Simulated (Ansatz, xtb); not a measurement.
# C4H13PSi: which of two isomers lies lower

Structure a: `C[Si](C)(C)CP`, a singlet. Structure b: `CCCC[SiH2]P`, a singlet. Both are isolated molecules in the gas phase, relaxed with B3LYP/def2-SVP; each stands in its lowest conformer found.

Task: Estimate E(b) − E(a) at the level CCSD(T)/def2-SVP + ΔMP2/def2-TZVPP.

Result: Calculated at CCSD(T)/def2-SVP + ΔMP2/def2-TZVPP: E(b) − E(a) = +19.8 kcal/mol, so structure a lies lower.

The same difference at several levels:

```tsv
level	geometry	E(b) − E(a) (kcal/mol)	departure from the last row (kcal/mol)	job, with rough time for the two
B3LYP/def2-SVP	B3LYP/def2-SVP	+14.4	−5.4	optimisation, 47 s
HF/def2-SVP	B3LYP/def2-SVP	+14.0	−5.8	part of the CCSD(T) run
MP2/def2-SVP	B3LYP/def2-SVP	+14.8	−5.0	part of the CCSD(T) run
CCSD(T)/def2-SVP	B3LYP/def2-SVP	+12.7	−7.1	single point
CCSD(T)/def2-SVP + ΔMP2/def2-TZVPP	B3LYP/def2-SVP	+19.8		single point, 70 s
```

As drawn, b has 3 C–C, 1 P–Si, 2 Si–H in place of 3 C–Si, 1 C–P, 2 C–H.

None of the levels shown reverses the order. The largest departure from CCSD(T)/def2-SVP + ΔMP2/def2-TZVPP is that of CCSD(T)/def2-SVP, 7.1 kcal/mol. A small imaginary or near-zero mode remains, so no thermal terms are given. Levels run at GFN2-xTB geometries aren't shown. The last row adds to CCSD(T) the change of the MP2 difference between the two basis sets, here +7.1 kcal/mol, a large step that makes the value less sure.

The correlated steps freeze 14 core orbitals. Programs: Ansatz 0.2.0, xtb 6.7.1; the last row on 4 threads of Arm Neoverse V2 on a shared host.
